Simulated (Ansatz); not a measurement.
Reaction (silylene formation by 1,1-elimination): `N[SiH2]C[SiH2]Cl` → `NC[SiH2]Cl` + `[SiH2]`

Program: Ansatz. Geometries: PBE0-D4/def2-TZVP. ΔE: electronic, gas phase. CCSD(T)/CBS is the MP2 limit (def2-TZVPP, def2-QZVPP) plus CCSD(T) − MP2 in def2-TZVPP, frozen cores. This one scheme is used for every species. DFT in def2-TZVPP. B3LYP here is the variant with VWN-RPA as its local correlation; programs differ in this. Each species was taken in one conformer, which may not be the lowest.

`N[SiH2]C[SiH2]Cl`:

Cartesian coordinates in Å:
```
N -0.658 -0.776 -2.276
Si -0.811 -0.479 -0.588
C 0.797 0.218 0.071
Si 0.755 0.811 1.828
Cl 0.055 -0.687 3.062
H -0.480 -0.020 -2.917
H -1.246 -1.473 -2.704
H -1.131 -1.787 0.035
H -1.888 0.490 -0.218
H 1.074 1.085 -0.545
H 1.587 -0.529 -0.051
H 2.104 1.179 2.324
H -0.159 1.969 1.979
```

`NC[SiH2]Cl`:

```xyz
10

N    -0.369    1.465    0.029
C    -0.008    0.233    0.712
Si    0.549   -1.059   -0.520
Cl   -0.985   -1.370   -1.868
H    -0.673    2.173    0.684
H    -1.131    1.306   -0.619
H    -0.792   -0.199    1.356
H     0.857    0.420    1.362
H     0.820   -2.352    0.157
H     1.732   -0.617   -1.293
```

`[SiH2]`:

```xyz
3

Si   -0.284    0.639    0.134
H     1.133    0.074    0.155
H    -0.850   -0.713   -0.289
```

Q: Is it downhill or uphill in electronic energy at CCSD(T)/CBS, and by how much? (An estimate is asked.)

A: Ansatz gave: Uphill: ΔE = +383.6 kJ/mol.

Q: What do these levels give: B3LYP-D4, ωB97X-V, HF/def2-TZVPP, CCSD/def2-TZVPP, HF/def2-QZVPP, MP2/CBS(def2)? (An estimate is asked.)

A: Computed: B3LYP-D4 372.8, ωB97X-V 386.9, HF/def2-TZVPP 360.5, CCSD/def2-TZVPP 369.8, HF/def2-QZVPP 362.0, MP2/CBS(def2) 411.1 kJ/mol.

Largest T1 diagnostic among the species: 0.014.

The D4 term adds +15.3 kJ/mol with B3LYP and +8.5 kJ/mol with PBE0; it sums over pairs of atoms, weighted by their polarisabilities, and B3LYP, whose exchange is more repulsive, gets the larger term. From PBE to PBE0 (25 % exact exchange), in def2-TZVPP and without D4, ΔE moves by +14.3 kJ/mol. In def2-TZVPP, CCSD(T) changes the Hartree–Fock value by +13.6 kJ/mol (the triples alone add +4.3 kJ/mol) and MP2 by +41.1 kJ/mol.
